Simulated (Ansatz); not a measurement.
The same path of a periodic cell of 17 atoms, Si16Ge (host Si, host structure diamond, interstitial Ge) was run twice with different band settings. Lost on the way: Si15–Ge17. Made: Si4–Ge17.

Computed with DFT LDA, scalar-relativistic, plane waves, PAW in Ansatz 0.2.0. Settings: PAW set soft_1, cutoff 420 eV, k mesh 2x2x2, fermi-dirac smearing 0.05 eV, no spin polarisation.

Relaxed end points:

```xyz
17
Lattice="0.0000 5.4300 5.4300 5.4300 0.0000 5.4300 5.4300 5.4300 0.0000" Properties=species:S:1:pos:R:3
Si -0.007 -0.006 0.008
Si 1.357 1.358 1.312
Si 2.721 2.722 0.008
Si 4.072 4.073 1.358
Si 2.750 -0.035 2.680
Si 4.119 1.358 4.074
Si 5.422 2.723 2.709
Si 6.786 4.026 4.074
Si -0.038 2.753 2.677
Si 1.357 4.121 4.074
Si 2.722 5.423 2.709
Si 4.024 6.788 4.074
Si 2.755 2.755 5.470
Si 4.070 4.075 6.793
Si 5.390 5.390 5.470
Si 6.787 6.788 6.837
Ge 6.784 6.790 4.081
```

```xyz
17
Lattice="0.0000 5.4300 5.4300 5.4300 0.0000 5.4300 5.4300 5.4300 0.0000" Properties=species:S:1:pos:R:3
Si -0.004 -0.005 0.003
Si 1.317 1.317 1.318
Si 2.714 2.714 -0.046
Si 4.107 4.107 1.323
Si 2.714 -0.049 2.716
Si 4.112 1.318 4.112
Si 5.476 2.714 2.716
Si 6.780 4.078 4.080
Si -0.049 2.714 2.715
Si 1.318 4.111 4.112
Si 2.714 5.476 2.716
Si 4.078 6.779 4.080
Si 2.714 2.714 5.479
Si 4.079 4.079 6.780
Si 5.430 5.430 5.430
Si 6.780 6.780 6.782
Ge 8.139 8.138 2.719
```

Common settings: movable images 3; climbing image yes; spring 5.0 eV/Å²; end points relaxed.

| run | optimiser | start path | force threshold | iteration limit | largest step |
| --- | --- | --- | --- | --- | --- |
| 1 | quadratic models (default) | IDPP | 0.03 eV/Å | 79 | default |
| 2 | fire | default | 0.05 eV/Å | 50 | 0.5 Å |

(1) What does each run give, and how far can it be trusted?

## Answers

(1) Run 1: converged after 9 iterations, highest image 0.357 eV above the first end. By the program's own check the climbing image is a first-order saddle point (lowest curvatures found: -0.16 and 0.58 eV/Å²).
Run 2: converged after 37 iterations, highest image 0.361 eV above the first end. The order of the stationary point at the top wasn't checked.
Limits of this set-up: coarse k mesh, PAW files made for another functional, a small cell, in which the defect meets its images.
